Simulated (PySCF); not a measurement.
B3LYP has the VWN-RPA correlation part, as in Gaussian. 

Cartesian coordinates (Å):
```xyz
14

Si    -1.8957     0.2905    -0.6130
C     -0.6881    -1.1274    -0.3866
Si     0.6570    -0.8376     0.9007
Si     1.8989     1.1006     0.4429
H     -2.5135     0.6536     0.6850
H     -2.9730    -0.0728    -1.5649
H     -1.1826     1.4787    -1.1399
H     -0.2107    -1.3323    -1.3497
H     -1.2439    -2.0285    -0.1106
H      0.0370    -0.7071     2.2440
H      1.5822    -1.9999     0.9434
H      2.3700     1.0862    -0.9653
H      1.0791     2.3197     0.6463
H      3.0832     1.1763     1.3340
```
Charge 0, multiplicity 1.

### Question
Predict the HOMO–LUMO gap, LUMO, dipole moment, total energy and HOMO from PySCF 2.14.0 with B3LYP-D3(BJ)/def2-TZVP.

### Answer

```yaml
HOMO–LUMO gap: 7.61 eV
LUMO: -0.29 eV
dipole_moment: 0.95 D
total_energy: -24836.70 eV
HOMO: -7.90 eV
```
